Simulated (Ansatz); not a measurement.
Basis sets compared for Li₅Br₄. The state is a doublet with charge 0. Geometry PBE-D4/def2-SVP. Ansatz on 4 threads of Arm Neoverse N1 on a shared host; times are rough, and most runs start from earlier orbitals.

```xyz
9

Li    0.137    2.165   -0.938
Li   -1.614   -0.138   -1.207
Li    1.672   -0.890   -0.481
Li    1.177    1.157    1.616
Li   -0.425   -1.435    1.441
Br    1.956   -1.111    2.006
Br   -1.212    1.590   -2.765
Br   -0.379   -2.249   -0.881
Br   -1.311    0.912    1.209
```

Another isomer (doublet) lies 0.07 eV lower at PBE0-D4/def2-TZVP; other spin states weren't run for this one.

Binding counts from free atoms (Li doublet, Br doublet) in the same basis, without a counterpoise term.

```
           level  functions  energy (Eh)  HOMO (eV)  LUMO (eV)  binding per atom (eV)  wall time
 PBE-D4/def2-SVP        173  -10331.7800      -3.44      -2.24                   2.66       11 s
PBE0-D4/def2-SVP        173  -10332.1717      -4.15      -1.66                   2.65       23 s
```

Problem. Estimate the rows for PBE-D4/def2-TZVP (with forces), PBE0-D4/def2-TZVP.

Solution. 
```json
{"level": "PBE-D4/def2-TZVP (with forces)", "functions": "262", "energy (Eh)": "-10333.0455", "HOMO (eV)": "-3.54", "LUMO (eV)": "-2.36", "binding per atom (eV)": "2.58", "wall time": "19 s"}
{"level": "PBE0-D4/def2-TZVP", "functions": "262", "energy (Eh)": "-10333.4344", "HOMO (eV)": "-4.23", "LUMO (eV)": "-1.76", "binding per atom (eV)": "2.57", "wall time": "40 s"}
```
